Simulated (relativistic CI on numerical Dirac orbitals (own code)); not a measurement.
What each ingredient does to the levels of I¹⁸⁺

Base calculation: Dirac-Coulomb-Breit CI, KLI orbitals optimised for each configuration, model QED, unscaled Slater integrals.

Configurations in the expansion (outside the closed core [Ar] 3d10): 4s2 4p5, 4s 4p6, 4s2 4p4 4d, 4s 4p5 4d, 4s2 4p4 4f, 4s 4p5 4f, 4p6 4d, 4s 4p4 4d2, 4s2 4p3 4d 4f, 4s2 4p4 5s, 4p6 4f, 4p5 4d2, 4p4 4d3, 4p4 4d2 4f, 4p4 4d2 5s. Double excitations out of closed p, d and f shells are left out; levels of such configurations are missing from the list, as are those of other unlisted configurations, and high levels can miss mixing partners.

The lowest level and the first level of each name with at least 55 % of one term (blank where a level has no safe partner in the second run):

```tsv
Level	Base (cm⁻¹)	Shift (cm⁻¹)
4s2 4p5 2P°_3/2	0	0
4s2 4p5 2P°_1/2	112248	-2
4s 4p6 2S_1/2	488366	-4
4s2 4p4 4d 4D_5/2	607243	-104
4s2 4p4 4d 4D_7/2	618575	-103
4s2 4p4 4d 4F_9/2	641856	-112
4s2 4p4 4d 4P_1/2	671620	-105
4s2 4p4 4d 4D_1/2	697895	-92
4s2 4p4 4d 2G_7/2	749660	-112
4s2 4p4 4d 2F_5/2	762077	-105
4s2 4p4 4d 2G_9/2	767915	-107
4s2 4p4 4d 2S_1/2	848863	-102
4s 4p5 4d 4P°_1/2	1146175	-102
4s 4p5 4d 4P°_3/2	1157422	-106
```

At this charge energies of transitions that change n are usually good to better than 1 %, and those within a shell (Δn = 0) to a few per cent.

Task: One thing was changed in a second run, which moved the levels as shown. Which?
A. Breit term removed
B. one mean potential for all configurations
C. QED terms removed
D. configuration mixing switched off
E. valence Slater integrals scaled by 0.9

Result: B. One mean potential for all configurations. One potential for all configurations removes the relaxation of the orbitals, which moves whole configurations and changes the integrals a little.

LS names give the leading component of a level, which can be under half, so a name can repeat, a term be missing and a line seem to break the LS rules.
